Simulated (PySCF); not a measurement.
F6Si (SMILES F[Si-2](F)(F)(F)(F)F), charge -2, singlet, geometry from GFN2-xTB (in this run its highest filled SCF level lies above zero, so its values depend strongly on the basis, on diffuse functions most of all), with bond 1-2 at 1.6 times its length; B3LYP/6-31G run with PySCF.

PySCF was given this input:
```python
from pyscf import gto, scf, dft

mol = gto.Mole()
mol.atom = '''
    F     0.63815808   -2.64694880   -0.26339266
    Si    0.00000000    0.00000000   -0.00000000
    F     1.17504728    0.40027767   -1.17561587
    F    -1.17504728   -0.40027767    1.17561587
    F     1.17610141    0.16111496    1.23038955
    F    -0.39884880    1.65434300    0.16462041
    F    -1.17610141   -0.16111496   -1.23038955
'''
mol.basis = '6-31g'
mol.charge = -2
mol.verbose = 4
mol.build()

mf = dft.RKS(mol)
mf.xc = 'b3lyp'
mf.diis_space = 2
mf.kernel()
mf.analyze()
```

The log (banner, timings and long lists left out):

```
PySCF version 2.14.0

[INPUT] verbose = 4
[INPUT] num. atoms = 7
[INPUT] num. electrons = 70
[INPUT] charge = -2
[INPUT] spin (= nelec alpha-beta = 2S) = 0
[INPUT] symmetry False subgroup None
[INPUT] Mole.unit = angstrom
[INPUT] Symbol           X                Y                Z      unit          X                Y                Z       unit  Magmom
[INPUT]  1 F      0.638158080000  -2.646948800000  -0.263392660000 AA    1.205943995378  -5.002008297746  -0.497739990621 Bohr   0.0
[INPUT]  2 Si     0.000000000000   0.000000000000   0.000000000000 AA    0.000000000000   0.000000000000   0.000000000000 Bohr   0.0
[INPUT]  3 F      1.175047280000   0.400277670000  -1.175615870000 AA    2.220517542615   0.756415170079  -2.221592021992 Bohr   0.0
[INPUT]  4 F     -1.175047280000  -0.400277670000   1.175615870000 AA   -2.220517542615  -0.756415170079   2.221592021992 Bohr   0.0
[INPUT]  5 F      1.176101410000   0.161114960000   1.230389550000 AA    2.222509559615   0.304463148970   2.325099276027 Bohr   0.0
[INPUT]  6 F     -0.398848800000   1.654343000000   0.164620410000 AA   -0.753714997111   3.126255186091   0.311087489414 Bohr   0.0
[INPUT]  7 F     -1.176101410000  -0.161114960000  -1.230389550000 AA   -2.222509559615  -0.304463148970  -2.325099276027 Bohr   0.0

nuclear repulsion = 449.05605777831
number of shells = 37
number of NR pGTOs = 178
number of NR cGTOs = 67
basis = 6-31g
ecp = {}

******** <class 'pyscf.dft.rks.RKS'> ********
method = RKS
initial guess = minao
damping factor = 0
level_shift factor = 0
DIIS = <class 'pyscf.scf.diis.CDIIS'>
diis_start_cycle = 1
diis_space = 2
diis_damp = 0
SCF conv_tol = 1e-09
SCF conv_tol_grad = None
SCF max_cycles = 50
direct_scf = True
direct_scf_tol = 1e-13
XC library pyscf.dft.libxc version 7.1.2
    S. Lehtola, C. Steigemann, M. J. T. Oliveira, and M. A. L. Marques,  SoftwareX 7, 1–5 (2018)
XC functionals = b3lyp
    P. J. Stephens, F. J. Devlin, C. F. Chabalowski, and M. J. Frisch,  J. Phys. Chem. 98, 11623 (1994)
radial grids:
    Treutler-Ahlrichs [JCP 102, 346 (1995); DOI:10.1063/1.469408] (M4) radial grids

becke partition: Becke, JCP 88, 2547 (1988); DOI:10.1063/1.454033
pruning grids: <function nwchem_prune>
grids dens level: 3
symmetrized grids: False
atomic radii adjust function: <function treutler_atomic_radii_adjust>
small_rho_cutoff = 0
Set gradient conv threshold to 3.16228e-05
Initial guess from minao.
tot grids = 104752
init E= -888.71792118966
  HOMO = -0.474526833244619  LUMO = -0.0943727720628504  gap/eV = 10.34452
cycle= 1 E= -888.131029349816  delta_E= 0.587  |g|= 1.59  |ddm|= 2.29
  HOMO = 0.372697819601299  LUMO = 0.413155200387037  gap/eV = 1.10090
cycle= 2 E= -886.952247954088  delta_E= 1.18  |g|= 2.81  |ddm|= 3.65
  HOMO = 0.0966683660741317  LUMO = 0.365532752561139  gap/eV = 7.31617
cycle= 3 E= -888.46704191765  delta_E= -1.51  |g|= 0.739  |ddm|= 3.03
  HOMO = 0.220459659379434  LUMO = 0.345484454291763  gap/eV = 3.40210
cycle= 4 E= -888.399758083298  delta_E= 0.0673  |g|= 0.996  |ddm|= 1.28
  HOMO = 0.156857965892221  LUMO = 0.346197281031612  gap/eV = 5.15219
cycle= 5 E= -888.559167242987  delta_E= -0.159  |g|= 0.153  |ddm|= 0.692
  HOMO = 0.101509717361178  LUMO = 0.346004728269405  gap/eV = 6.65305
cycle= 6 E= -888.5523152448  delta_E= 0.00685  |g|= 0.249  |ddm|= 0.296
  HOMO = 0.146395321039489  LUMO = 0.346982500097869  gap/eV = 5.45826
cycle= 7 E= -888.562689248374  delta_E= -0.0104  |g|= 0.0405  |ddm|= 0.211
  HOMO = 0.137809394989099  LUMO = 0.347339173523631  gap/eV = 5.70160
cycle= 8 E= -888.562530096808  delta_E= 0.000159  |g|= 0.052  |ddm|= 0.0633
  HOMO = 0.139551267527519  LUMO = 0.346959653282715  gap/eV = 5.64387
cycle= 9 E= -888.562931674368  delta_E= -0.000402  |g|= 0.0128  |ddm|= 0.0333
  HOMO = 0.145664653607041  LUMO = 0.347191607014014  gap/eV = 5.48383
cycle= 10 E= -888.562851989725  delta_E= 7.97e-05  |g|= 0.0246  |ddm|= 0.0311
  HOMO = 0.141364315414691  LUMO = 0.347105047946695  gap/eV = 5.59849
cycle= 11 E= -888.562958486753  delta_E= -0.000106  |g|= 0.00358  |ddm|= 0.0219
  HOMO = 0.141540207662703  LUMO = 0.347024190252816  gap/eV = 5.59150
cycle= 12 E= -888.562957366648  delta_E= 1.12e-06  |g|= 0.00449  |ddm|= 0.00492
  HOMO = 0.141795652581267  LUMO = 0.347076139171442  gap/eV = 5.58597
cycle= 13 E= -888.562960163556  delta_E= -2.8e-06  |g|= 0.00138  |ddm|= 0.00308
  HOMO = 0.141147839963327  LUMO = 0.347068070297578  gap/eV = 5.60337
cycle= 14 E= -888.562959368812  delta_E= 7.95e-07  |g|= 0.00253  |ddm|= 0.00327
  HOMO = 0.141551332869844  LUMO = 0.347066714388128  gap/eV = 5.59236
cycle= 15 E= -888.562960482996  delta_E= -1.11e-06  |g|= 0.000381  |ddm|= 0.00212
  HOMO = 0.141606697549623  LUMO = 0.34707738914821  gap/eV = 5.59114
cycle= 16 E= -888.562960459983  delta_E= 2.3e-08  |g|= 0.000532  |ddm|= 0.000581
  HOMO = 0.141537646758973  LUMO = 0.347070638438987  gap/eV = 5.59284
cycle= 17 E= -888.562960501652  delta_E= -4.17e-08  |g|= 0.000152  |ddm|= 0.000427
  HOMO = 0.141595446594956  LUMO = 0.347070161995907  gap/eV = 5.59125
cycle= 18 E= -888.562960495737  delta_E= 5.91e-09  |g|= 0.000242  |ddm|= 0.000312
  HOMO = 0.141566334680467  LUMO = 0.347071548222628  gap/eV = 5.59208
cycle= 19 E= -888.562960505407  delta_E= -9.67e-09  |g|= 4.47e-05  |ddm|= 0.000182
  HOMO = 0.141552271831879  LUMO = 0.347070033404918  gap/eV = 5.59242
cycle= 20 E= -888.562960504847  delta_E= 5.6e-10  |g|= 7.22e-05  |ddm|= 8.4e-05
  HOMO = 0.141564389740386  LUMO = 0.347070826048099  gap/eV = 5.59211
cycle= 21 E= -888.56296050567  delta_E= -8.23e-10  |g|= 1.71e-05  |ddm|= 6.31e-05
  HOMO = 0.141557451777791  LUMO = 0.347071012843892  gap/eV = 5.59231
Extra cycle  E= -888.562960505552  delta_E= 1.18e-10  |g|= 3.2e-05  |ddm|= 3.87e-05
converged SCF energy = -888.562960505552
**** SCF Summaries ****
Total Energy =                        -888.562960505551587
Nuclear Repulsion Energy =             449.056057778309764
One-electron Energy =                -2163.488066343405990
Two-electron Energy =                  825.869048059544639
Two-electron Coulomb Energy =          910.525910721292348
DFT Exchange-Correlation Energy =      -84.656862661747695
HOMO-LUMO gap [eV] =                     5.592308842514514
**** MO energy ****
MO #1   energy= -65.9336574604699  occ= 2
MO #2   energy= -24.2794648343244  occ= 2
MO #3   energy= -24.2794605824834  occ= 2
MO #4   energy= -24.2794372331162  occ= 2
MO #5   energy= -24.2793754043472  occ= 2
MO #6   energy= -24.2608990956623  occ= 2
MO #7   energy= -24.1286368117589  occ= 2
MO #8   energy= -5.06909864992305  occ= 2
MO #9   energy= -3.42918831031558  occ= 2
MO #10  energy= -3.42836824932508  occ= 2
MO #11  energy= -3.42836797627606  occ= 2
MO #12  energy= -0.812044103119613 occ= 2
MO #13  energy= -0.772794200172495 occ= 2
MO #14  energy= -0.77279145418396  occ= 2
MO #15  energy= -0.749708369107445 occ= 2
MO #16  energy= -0.748188455671954 occ= 2
MO #17  energy= -0.57919078247986  occ= 2
MO #18  energy= -0.192988907557576 occ= 2
MO #19  energy= -0.111167906080548 occ= 2
MO #20  energy= -0.111164829464295 occ= 2
MO #21  energy= -0.0869798063954419 occ= 2
MO #22  energy= -0.0521841267922247 occ= 2
MO #23  energy= -0.0329024954319129 occ= 2
MO #24  energy= -0.0328982685054101 occ= 2
MO #25  energy= -0.0294694854883208 occ= 2
MO #26  energy= -0.0101508833970065 occ= 2
MO #27  energy= -0.00493337941257677 occ= 2
MO #28  energy= -0.0049305880423419 occ= 2
MO #29  energy= -0.00116734883361769 occ= 2
MO #30  energy= 0.0235341016759799 occ= 2
MO #31  energy= 0.0235373242707365 occ= 2
MO #32  energy= 0.0265975248009926 occ= 2
MO #33  energy= 0.126453515030553  occ= 2
MO #34  energy= 0.141554658078185  occ= 2
MO #35  energy= 0.141557451777791  occ= 2
MO #36  energy= 0.347071012843892  occ= 0
MO #37  energy= 0.520128053931093  occ= 0
MO #38  energy= 0.526942849736674  occ= 0
MO #39  energy= 0.526945769785658  occ= 0
MO #40  energy= 0.613966306052239  occ= 0
MO #41  energy= 0.664027910267658  occ= 0
MO #42  energy= 0.718299234782763  occ= 0
MO #43  energy= 0.718301482792415  occ= 0
 ** Mulliken pop on meta-lowdin orthogonal AOs  **
 ** Mulliken pop  **
 ** Mulliken atomic charges  **
charge of    0F =     -0.74055
charge of    1Si =      1.46512
charge of    2F =     -0.53615
charge of    3F =     -0.53615
charge of    4F =     -0.53615
charge of    5F =     -0.57996
charge of    6F =     -0.53615

WARN: System has nonzero charge -2; the dipole moment is origin-dependent.
Location of origin: [0. 0. 0.]

Dipole moment(X, Y, Z, Debye): -1.18440,  4.91271,  0.48885
```
